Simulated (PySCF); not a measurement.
Bonds to the group Y in Y-Sn(OCH3)3. Gas-phase values, no solvent. Each species was relaxed from one start; no search for lower structures was made at this level. In the def2 sets, heavy atoms carry core potentials. Strings in code marks are SMILES.

Method: PySCF with PBE-D3(BJ)/def2-SVP // PBE0-D3(BJ)/def2-SVP. All candidates: neutral, multiplicity 1. Excitations are Tamm–Dancoff values on a coarser integration grid. The basis has no diffuse functions, so Rydberg states are missing or too high.

```yaml
HOMO–LUMO gap: 4.25 eV
LUMO: -1.49 eV
S1 excitation (TDA): 4.37 eV
```

Say which member has these values.
A) `C=C[CH2][Sn]([O]C)([O]C)[O]C`
B) `C[O][Sn]([CH2]C(F)(F)F)([O]C)[O]C`
C) `C=CC[CH2][Sn]([O]C)([O]C)[O]C`
D) `C[O][Sn]([O]C)([O]C)[C](F)(F)F`

C, `C=CC[CH2][Sn]([O]C)([O]C)[O]C`. The others give `C=C[CH2][Sn]([O]C)([O]C)[O]C`: 3.85 eV, -1.87 eV, 4.06 eV; `C[O][Sn]([O]C)([O]C)[C](F)(F)F`: 3.97 eV, -2.22 eV, 4.10 eV; `C[O][Sn]([CH2]C(F)(F)F)([O]C)[O]C`: 4.13 eV, -1.89 eV, 4.27 eV
